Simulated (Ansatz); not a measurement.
IrO2. Total charge 0; quartet. Geometry PBE0-D4/def2-TZVP; atoms count from 1.

```xyz
3

Ir    0.386   -0.124    0.429
O     0.000   -1.281   -0.777
O    -0.386    1.405    0.348
```

In the def2 sets Ir takes a core potential; there is no spin–orbit coupling. At PBE0-D4/def2-TZVP a doublet of charge 0 lies 0.93 eV below the quartet, each at its own geometry. The structure comes from a short search, and lower isomers may exist.

Question: Estimate the Mulliken populations from the PBE0/def2-TZVP orbitals of Ansatz.

Answer: 
```json
{"atom": "Ir1", "charge (e)": "0.79", "spin (α − β)": "1.83", "d electrons": "6.95"}
{"atom": "O2", "charge (e)": "-0.39", "spin (α − β)": "0.59", "d electrons": "–"}
{"atom": "O3", "charge (e)": "-0.39", "spin (α − β)": "0.59", "d electrons": "–"}
```
Mulliken values depend strongly on the basis.

Question: Where does the spin sit?

Answer: Summed by element: Ir 1.83, O 1.17, of 3 unpaired in all. Largest on single atoms: Ir1 1.83, O2 0.59, O3 0.59.

Question: And the Mayer bond orders between heavy atoms (over 0.3)?

Answer: Ir1–O2 1.86 (1.71 Å); Ir1–O3 1.86 (1.71 Å).
